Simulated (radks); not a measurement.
Question: Valence configurations of Si+ (all share [Ne]). Method: scalar-relativistic Kohn-Sham, PBE, spin-polarised, spherical densities, point nucleus; open shells are filled with parallel spins first; computed with a radial shooting solver on a logarithmic mesh with Libxc functionals. Order these by energy: 3s2 3p1; 3s1.5 3p1.5; 3s0.5 3p2.5; 3s1 3p2; 3p3.

Answer: From the lowest, in eV above it: 3s2 3p1 0.000; 3s1.5 3p1.5 2.858; 3s1 3p2 5.181; 3s0.5 3p2.5 8.994; 3p3 12.819. NIST lists [Ne] 3s2 3p1 as the ground configuration; this level of theory agrees among the configurations tried. The energies are those of spherical high-spin densities, not of single terms.
